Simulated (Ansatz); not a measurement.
`C[S][Sn][Br]` and `C[S][Sn][NH2]` differ in one atom or group.

Ansatz, PBE0-D4/def2-TZVP geometries, multiplicity 1. Each molecule was computed in one conformer, which needn't be the lowest.

Elements past krypton have def2 core potentials. Scalar relativity is left out up to krypton. Spin–orbit coupling is left out; it splits and shifts lone-pair levels of the heavy atoms by tenths of an eV.

| property | `C[S][Sn][Br]` |
| --- | --- |
| zero-point energy (PBE0-D4/def2-TZVP) / kJ/mol | 103.8 |
| size of the dipole moment (ωB97M-V/def2-TZVPP) / D | 1.22 |
| HOMO energy (PBE/def2-TZVPP) / eV | -6.16 |
| LUMO energy (B3LYP/def2-TZVPP) / eV | -2.83 |
| ideal-gas entropy at 298 K and 1 bar (rigid rotor, harmonic PBE0-D4/def2-TZVP) / J/(mol·K) | 373 |
| HOMO–LUMO gap (PBE/def2-TZVPP) / eV | 2.92 |

Problem. What does the change do to each property? (Best estimate.)

Solution. The calculation gave: 
```tsv
property	`C[S][Sn][NH2]`	shift
zero-point energy (PBE0-D4/def2-TZVP) / kJ/mol	167.7	63.9
size of the dipole moment (ωB97M-V/def2-TZVPP) / D	2.24	1.02
HOMO energy (PBE/def2-TZVPP) / eV	-5.49	0.67
LUMO energy (B3LYP/def2-TZVPP) / eV	-1.89	0.94
ideal-gas entropy at 298 K and 1 bar (rigid rotor, harmonic PBE0-D4/def2-TZVP) / J/(mol·K)	354	-19
HOMO–LUMO gap (PBE/def2-TZVPP) / eV	3.17	0.25
```

With PBE0 the HOMO rises by 0.55 eV and the LUMO rises by 0.95 eV, so the gap widens by about 0.40 eV. PBE moves the HOMO by 0.67 eV and ωB97M-V by 0.44 eV. The zero-point energy changes by 63.9 kJ/mol with +6 modes. Dipoles are sizes alone; their direction can turn. Modes under 60 cm⁻¹, often nearly free rotors, make the harmonic entropy too high.

B3LYP here is the variant with VWN-RPA as its local correlation; programs differ in this.
